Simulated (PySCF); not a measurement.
`N#C[Si@H]([SiH3])[Si@H](O)[SiH3]`, CH₉NOSi₄

Geometry:
```json
{"atom": "N1", "x (Å)": "-0.899", "y (Å)": "-3.058", "z (Å)": "-1.209"}
{"atom": "C2", "x (Å)": "-0.175", "y (Å)": "-2.183", "z (Å)": "-1.048"}
{"atom": "Si3", "x (Å)": "0.981", "y (Å)": "-0.742", "z (Å)": "-0.753"}
{"atom": "Si4", "x (Å)": "2.193", "y (Å)": "-1.204", "z (Å)": "1.177"}
{"atom": "Si5", "x (Å)": "-0.402", "y (Å)": "1.127", "z (Å)": "-0.784"}
{"atom": "O6", "x (Å)": "0.609", "y (Å)": "2.109", "z (Å)": "0.064"}
{"atom": "Si7", "x (Å)": "-2.499", "y (Å)": "1.013", "z (Å)": "0.197"}
{"atom": "H8", "x (Å)": "1.830", "y (Å)": "-0.858", "z (Å)": "-1.960"}
{"atom": "H9", "x (Å)": "3.089", "y (Å)": "-2.357", "z (Å)": "1.047"}
{"atom": "H10", "x (Å)": "3.024", "y (Å)": "-0.052", "z (Å)": "1.536"}
{"atom": "H11", "x (Å)": "1.302", "y (Å)": "-1.473", "z (Å)": "2.311"}
{"atom": "H12", "x (Å)": "-0.508", "y (Å)": "1.711", "z (Å)": "-2.141"}
{"atom": "H13", "x (Å)": "0.417", "y (Å)": "3.026", "z (Å)": "0.235"}
{"atom": "H14", "x (Å)": "-2.407", "y (Å)": "0.950", "z (Å)": "1.661"}
{"atom": "H15", "x (Å)": "-3.352", "y (Å)": "2.177", "z (Å)": "-0.084"}
{"atom": "H16", "x (Å)": "-3.210", "y (Å)": "-0.177", "z (Å)": "-0.262"}
```

Theory: TDDFT LC-wPBE/aug-cc-pVDZ circular dichroism and optical rotation, one conformer, gas phase in PySCF 2.14.0. Geometry: GFN2-xTB.

The molecule is flexible and this is one conformer; a measurement averages over conformers.

Stereocentres: Si3 R, Si5 R.

(1) Give the optical rotatory dispersion at 633, 589.3, 546, 436, 405, 365, 355 nm.

(2) And for the mirror image at 589.3 nm?

(3) What is the molar rotation [Φ] = [α]·M/100 of the geometry above at 589.3 nm?

## Answers

(1) [α] in deg dm⁻¹ (g/mL)⁻¹:
| λ (nm) | origin-invariant length gauge | modified velocity gauge | length gauge (centre of mass) | isotropic polarisability (au) |
| --- | --- | --- | --- | --- |
| 633 | +103.1 | +103.2 | +102.8 | 136.6 |
| 589.3 | +123.0 | +123.2 | +122.7 | 137.3 |
| 546 | +149.6 | +150.0 | +149.2 | 138.2 |
| 436 | +281.9 | +284.1 | +281.1 | 142.2 |
| 405 | +356.6 | +360.2 | +355.7 | 144.1 |
| 365 | +514.9 | +521.8 | +513.5 | 147.3 |
| 355 | +573.1 | +581.4 | +571.6 | 148.4 |

(2) -123.0 deg dm⁻¹ (g/mL)⁻¹ (origin-invariant length gauge): the same size and the opposite sign.

(3) With M = 163.43 g/mol, +201.1 deg cm² dmol⁻¹ (origin-invariant length gauge).

The first excitation lies at 5.92 eV (210 nm) with R = +109.2 × 10⁻⁴⁰ esu² cm² (velocity form).
